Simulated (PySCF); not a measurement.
Indirect couplings

Cartesian coordinates in Å; atom numbers follow the order of the lines, from 1:
```xyz
10

F     2.453   -0.124    0.722
C     1.305   -0.010    1.329
F     1.428    0.060    2.626
C     0.113    0.033    0.714
F    -0.974    0.150    1.473
C    -0.112   -0.039   -0.719
F     0.973   -0.175   -1.479
C    -1.304    0.017   -1.333
F    -2.448    0.154   -0.725
F    -1.430   -0.062   -2.630
```

Method: B3LYP/pcJ-1//PBE0-D3(BJ)/def2-SVP, PySCF; isolated molecule, single conformer, non-relativistic. Couplings are averaged over pairs made equivalent by symmetry, fast rotation or ring inversion, so a value needn't be that of the named pair in this geometry, while other rotamers aren't included; one pair stands for each set, and the list holds those of at least 0.8 Hz over up to four bonds, among pairs with at least one F atom (others weren't computed). One-bond C–F couplings come out tens of Hz too large with common functionals.

Isotopes: ¹⁹F, ¹³C.

| pair | bonds | J (Hz) |
| --- | --- | --- |
| F1, C2 | 1 | -376.7 |
| C2, F3 | 1 | ? |
| C4, F5 | 1 | -300.0 |
| F1, F3 | 2 | -45.4 |
| F1, C4 | 2 | ? |
| C2, F5 | 2 | 42.9 |
| F3, C4 | 2 | ? |
| C4, F7 | 2 | 30.9 |
| F1, F5 | 3 | -138.1 |
| F1, C6 | 3 | -12.4 |
| C2, F7 | 3 | -11.1 |
| F3, F5 | 3 | ? |
| F3, C6 | 3 | -7.3 |
| F5, F7 | 3 | -49.6 |
| F1, F7 | 4 | 40.7 |
| F1, C8 | 4 | ? |
| C2, F10 | 4 | 21.2 |
| F3, F7 | 4 | ? |

Problem. Estimate the withheld couplings, with signs.

Solution. 
- ¹J(C2,F3) = -370.8 Hz (bond length 1.305 Å)
- ²J(F1,C4) = 41.1 Hz (angle at C2 125°)
- ²J(F3,C4) = 30.3 Hz (angle at C2 122°)
- ³J(F3,F5) = 64.6 Hz (dihedral angle 0°)
- ⁴J(F1,C8) = 12.6 Hz
- ⁴J(F3,F7) = -12.6 Hz
